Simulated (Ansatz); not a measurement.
```yaml
crystal:
  periodic: [false, false, false]
  atoms:
    - {symbol: C, position_ang: [-0.592914, 1.751231, 1.767704]}
    - {symbol: C, position_ang: [-1.072549, 0.939175, 0.829095]}
    - {symbol: In, position_ang: [0.283194, -0.277541, -0.242586]}
    - {symbol: C, position_ang: [0.524241, -1.742403, -1.765141]}
    - {symbol: F, position_ang: [2.052038, 0.177012, 0.525922]}
    - {symbol: H, position_ang: [0.468782, 1.801496, 1.992587]}
    - {symbol: H, position_ang: [-1.242853, 2.400831, 2.351603]}
    - {symbol: H, position_ang: [-2.142554, 0.921569, 0.637574]}
    - {symbol: H, position_ang: [0.469158, -1.265355, -2.744831]}
    - {symbol: H, position_ang: [-0.251836, -2.505260, -1.705365]}
    - {symbol: H, position_ang: [1.505285, -2.200755, -1.646561]}
basis:
  gaussian: {orbitals: def2-TZVP}
magnetization: {spin_polarized: true, initial_magnetization: 8}
hamiltonian: {xc: {name: SPW92}}
output: {forces: true}
```

```sh
$ ansatz run in.yaml --threads 4 --pin off --events-out ev --progress --plain --max-ram 10444MiB
```

Output, abridged:

```
Functional definition: SPW92
1348 factors; their error is unknown
mean field evaluation 1: about -10960.5965 eV, gradient 9.6e1 eV
mean field evaluation 2: about -10464.1990 eV, gradient 2.9e2 eV
mean field evaluation 4: about -10839.3018 eV, gradient 1.4e2 eV
mean field evaluation 8: about -11017.7532 eV, gradient 2.4e1 eV
mean field evaluation 16: about -11021.3010 eV, gradient 7.4e-2 eV
mean field -11021.30099324 eV, -405.0253409953 hartree, gradient 1.9e-6 eV, S^2 20.006995; 10 other end points of the search recorded, 0 dependent functions left out
reference -11021.30104896 eV, -405.0253430433 hartree; 31, 23 occupied and 179, 187 virtual orbitals, 1348 factors
Total energy: -11021.30104896 eV, -405.0253430433 hartree
Atom 0 at    -0.592914     1.751231     1.767704 Å, force     2.096650     3.960224     4.537551 eV/Å
Atom 1 at    -1.072549     0.939175     0.829095 Å, force    -4.873048    -1.576181    -2.439525 eV/Å
Atom 2 at     0.283194    -0.277541    -0.242586 Å, force    -1.878951    -0.587487    -0.751707 eV/Å
Atom 3 at     0.524241    -1.742403    -1.765141 Å, force     1.529168    -3.836369    -3.667041 eV/Å
Atom 4 at     2.052038     0.177012     0.525922 Å, force     3.392460     0.826756     1.445288 eV/Å
Atom 5 at     0.468782     1.801496     1.992587 Å, force     1.448313     0.135168     0.331945 eV/Å
Atom 6 at    -1.242853     2.400831     2.351603 Å, force    -0.326872     0.738986     0.740526 eV/Å
Atom 7 at    -2.142554     0.921569     0.637574 Å, force    -0.819213    -0.614615    -0.800342 eV/Å
Atom 8 at     0.469158    -1.265355    -2.744831 Å, force    -0.370039     0.827618    -0.512635 eV/Å
Atom 9 at    -0.251836    -2.505260    -1.705365 Å, force    -1.047367     0.031308     0.535051 eV/Å
Atom 10 at     1.505285    -2.200755    -1.646561 Å, force     0.848898     0.094592     0.580889 eV/Å
Dipole moment:    -0.216410     0.127155     0.105720 e Å
```

In this input the spin is set far too high for this molecule. The calculation finished and met its thresholds. The result belongs to that input, not to the molecule as meant.
